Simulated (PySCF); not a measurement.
Vibration and rotation of LaI

UHF constants of LaI, triplet, about 0.1 electrons in the 4f shell (Mulliken) (basis La def2-TZVPP with ECP46, I def2-TZVPP with ECP28; scalar-relativistic core potentials; PySCF 2.14; masses 138.9063 and 126.9045 u):

* ωe: 159.6 cm⁻¹
* ωexe: 0.273 cm⁻¹
* Be: 0.027115 cm⁻¹
* αe: 6.43e-05 cm⁻¹

Task: What force constant and bond length do these constants imply?

Result: Reduced mass μred = 66.317 u; k = 5.8918×10⁻⁷·μred·ωe² (u, cm⁻¹, mdyn/Å) = 0.995 mdyn/Å; Re = √(16.8576/(μred·Be)) (u, cm⁻¹, Å) = 3.062 Å.

Task: Estimate the centrifugal constant D from the Kratzer relation and find the Dunham coefficient a1.

Result: D = 4Be³/ωe² = 3.13e-09 cm⁻¹; a1 = −1 − αeωe/(6Be²) = -3.33.

Spin–orbit coupling is left out, which matters for elements this heavy, above all for dissociation energies. Hartree–Fock leaves out correlation, which carries a large part of most bond energies and some tenths to 1 eV of ionisation energies. The state is the lowest single determinant that the PBE0 search found; with open d or f shells the true ground state can be another one.
